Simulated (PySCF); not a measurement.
## Correlation energy of Ag (silver, neutral)

[Kr] 4d10 5s1, 2S determinant. Computed with PySCF 2.14 in def2-TZVP with the def2 core potential (28 electrons), with scalar relativity through the core potential. Frozen: 4s2 4p6; 11 electrons correlated.

MP2 pair energies summed by pair of shells (mhartree):

```json
{"pair": "4d-4d", "energy": "-260.05", "share (%)": "91.4"}
{"pair": "4d-5s", "energy": "-24.51", "share (%)": "8.6"}
```

Total MP2 correlation energy: -284.56 mhartree.

Same-spin part -106.23 and opposite-spin part -178.34 mhartree; SCS-MP2 scales them by 1/3 and 6/5 to -249.41 mhartree.

| level | correlation energy (mhartree) |
| --- | --- |
| CCSD | -271.93 |
| (T) | -4.91 |
| CCSD(T) | -276.84 |

Diagnostics: T1 = 0.013, D1 = 0.0553, largest double amplitude 0.020.

Cost of the coupled-cluster step: 1.4 s of wall time on 1 thread of Neoverse-V1 (shared host), for 11 correlated electrons.

Iterations:

```
CC2 = 0
CCSD nocc = (np.int64(6), np.int64(5)), nmo = (36, 36)
frozen orbitals [[0, 1, 2, 3], [0, 1, 2, 3]]
max_cycle = 100
direct = 0
conv_tol = 1e-08
conv_tol_normt = 1e-06
diis_space = 8
diis_start_cycle = 0
Init t2, MP2 energy = -0.284561929981441
Init E_corr(UCCSD) = -0.284561930056411
cycle = 1  E_corr(UCCSD) = -0.267641694053193  dE = 0.016920236  norm(t1,t2) = 0.049445
cycle = 2  E_corr(UCCSD) = -0.271449309843914  dE = -0.00380761579  norm(t1,t2) = 0.0160032
cycle = 3  E_corr(UCCSD) = -0.271553819146223  dE = -0.000104509302  norm(t1,t2) = 0.00766907
cycle = 4  E_corr(UCCSD) = -0.271934483421307  dE = -0.000380664275  norm(t1,t2) = 0.00280459
cycle = 5  E_corr(UCCSD) = -0.271938390991212  dE = -3.9075699e-06  norm(t1,t2) = 0.000251794
cycle = 6  E_corr(UCCSD) = -0.2719254786313  dE = 1.29123599e-05  norm(t1,t2) = 7.79462e-05
cycle = 7  E_corr(UCCSD) = -0.271926408520006  dE = -9.29888706e-07  norm(t1,t2) = 1.71263e-05
cycle = 8  E_corr(UCCSD) = -0.271926564343383  dE = -1.55823377e-07  norm(t1,t2) = 3.45448e-06
cycle = 9  E_corr(UCCSD) = -0.271926556247016  dE = 8.09636785e-09  norm(t1,t2) = 1.13809e-06
cycle = 10  E_corr(UCCSD) = -0.271926554922656  dE = 1.3243599e-09  norm(t1,t2) = 1.84209e-07
UCCSD converged
E(UCCSD) = -146.3888848942572  E_corr = -0.2719265549226556
UCCSD(T) correction = -0.00490699284468212
```
